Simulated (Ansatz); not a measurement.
Relaxation of C2H7BN2 (12 atoms, charge 0, multiplicity 1), to a largest force component of 0.015 eV/Å in at most 40 steps.

Computed with RKS PBE-D4/cc-pVDZ in Ansatz 0.2.0.

```xyz
12
Properties=species:S:1:pos:R:3
B -1.316 0.993 0.710
C -0.135 0.081 1.015
C 0.630 -0.186 -0.240
N 1.765 0.561 -0.508
N 0.257 -1.231 -1.142
H -2.101 1.366 1.566
H -1.532 1.441 -0.393
H -0.473 -0.855 1.427
H 0.514 0.584 1.826
H 2.257 0.402 -1.347
H 0.780 -1.414 -1.980
H -0.569 -1.796 -0.900
```

**Question.** Where does it end, and by what steps?

**Answer.** It converged. After 33 steps the energy has fallen by 0.731 eV; H7 moved furthest, 1.06 Å.

```csv
step,energy less start (eV),largest force component (eV/Å),accepted
0,0.0000,5.526,yes
2,-0.6699,0.747,yes
4,-0.6912,0.126,yes
6,-0.6874,1.207,no
8,-0.7108,0.338,yes
10,-0.7116,0.236,no
12,-0.7141,0.062,yes
14,-0.7150,0.074,yes
16,-0.7188,0.074,yes
18,-0.7219,0.128,yes
20,-0.7249,0.042,yes
22,-0.7255,0.200,no
24,-0.7288,0.072,yes
26,-0.7302,0.090,yes
28,-0.7309,0.045,yes
30,-0.7312,0.027,yes
32,-0.7313,0.019,yes
33,-0.7313,0.010,yes
```

```xyz
12
Properties=species:S:1:pos:R:3
B -1.468 0.793 0.702
C -0.034 0.241 0.939
C 0.826 -0.176 -0.239
N 2.037 0.271 -0.294
N 0.216 -1.074 -1.116
H -2.038 1.414 1.578
H -2.088 0.544 -0.321
H -0.312 -0.686 1.521
H 0.579 0.840 1.638
H 2.503 -0.079 -1.154
H 0.660 -1.150 -2.034
H -0.803 -0.992 -1.185
```

The run took 67 s on 2 threads of Intel(R) Xeon(R) Platinum 8259CL CPU @ 2.50GHz (Skylake/Cascade Lake) (shared host), peak memory 0.17 GiB.
